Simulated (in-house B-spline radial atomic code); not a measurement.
Configurations of Ni⁺, with energies counted from [Ar] (3d3/2)4 (3d5/2)5. All numbers are computed (Dirac-Hartree-Fock, average of each configuration as written; Fermi nucleus of rms radius 3.7757 fm) with an all-electron radial atomic-structure program (B-spline basis), not measured. Energies include first-order Breit, QED and recoil terms.

Occupations are held fixed; configurations that lie above the ionisation limit could autoionise.

| configuration | E - E(ref) (eV) | highest orbital | its <r> (bohr) |
| --- | --- | --- | --- |
| [Ar] (3d3/2)2 (3d5/2)6 (4d5/2)1 | 10.984 | 4d5/2 | 5.694 |
| [Ar] (3d3/2)3 (3d5/2)5 (6f5/2)1 | 15.303 | 6f5/2 | 23.95 |
| [Ar] (3d3/2)4 (3d5/2)4 (7f5/2)1 | 15.336 | 7f5/2 | 33.68 |
| [Ne] 3s2 (3p1/2)2 (3p3/2)3 (3d3/2)4 (3d5/2)5 (5d3/2)1 | 82.273 | 5d3/2 | 11.1 |
| [Ne] 3s2 (3p1/2)1 (3p3/2)4 (3d3/2)3 (3d5/2)6 6s1 | 83.427 | 6s1/2 | 11.44 |
| [Ne] 3s2 (3p1/2)2 (3p3/2)3 (3d3/2)3 (3d5/2)6 7s1 | 84.515 | 7s1/2 | 18.05 |

Q: Order these further configurations by energy, lowest first.
A. [Ne] 3s2 (3p1/2)1 (3p3/2)4 (3d3/2)3 (3d5/2)6 (6p3/2)1
B. [Ne] 3s2 (3p1/2)2 (3p3/2)3 (3d3/2)4 (3d5/2)5 (7p1/2)1
C. [Ar] (3d3/2)4 (3d5/2)4 (7g9/2)1
D. [Ar] (3d3/2)3 (3d5/2)6
E. [Ne] 3s2 (3p1/2)2 (3p3/2)3 (3d3/2)3 (3d5/2)6 (5f7/2)1

A: D (0.17917 eV), C (15.338 eV), B (83.585 eV), A (84.052 eV), E (84.601 eV).

Q: How far above the reference does [Ar] (3d3/2)4 (3d5/2)4 (7p3/2)1 lie?

A: 14.513 eV; its least bound orbital is 7p3/2 with <r> = 20.66 bohr.
